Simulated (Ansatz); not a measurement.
C$_{2}$H$_{6}$F$_{2}$Hf, SMILES `[CH3][Hf]([CH3])([F])[F]`. Charge 0, multiplicity 1. Hf: def2 effective core potential. The geometry is a stationary point of PBE0-D4/def2-TZVP.

```xyz
11

C     1.790    0.077   -0.183
Hf   -0.148    0.405    0.824
C    -1.658   -0.437   -0.550
F    -0.174   -0.582    2.453
F    -0.446    2.279    0.996
H     1.831    0.611   -1.139
H     2.645    0.412    0.416
H     1.940   -0.989   -0.396
H    -1.593    0.038   -1.536
H    -2.685   -0.302   -0.191
H    -1.502   -1.513   -0.693
```

(1) What is the dipole moment at PBE/def2-TZVPP? (Best estimate.)

(2) And with r2SCAN, B3LYP, ωB97M-V? (Best estimate.)

(3) Give the Mulliken charges with PBE, r2SCAN, B3LYP in def2-TZVPP. (Best estimate.)

Answers

(1) Ansatz gave: 1.20 D, with components (0.19, -0.52, -1.06) D in this frame, pointing from negative to positive charge.

(2) Computed: r2SCAN 1.22 D, B3LYP 1.23 D, ωB97M-V 1.09 D.

(3) Computed: 
```csv
atom,PBE,r2SCAN,B3LYP
C1,-0.48,-0.47,-0.50
Hf2,0.89,1.11,1.06
C3,-0.48,-0.47,-0.50
F4,-0.29,-0.34,-0.34
F5,-0.29,-0.34,-0.34
H6,0.11,0.08,0.10
H7,0.11,0.09,0.11
H8,0.11,0.08,0.10
H9,0.11,0.08,0.10
H10,0.11,0.09,0.11
H11,0.11,0.08,0.10
```

B3LYP here is the variant with VWN-RPA as its local correlation; programs differ in this.
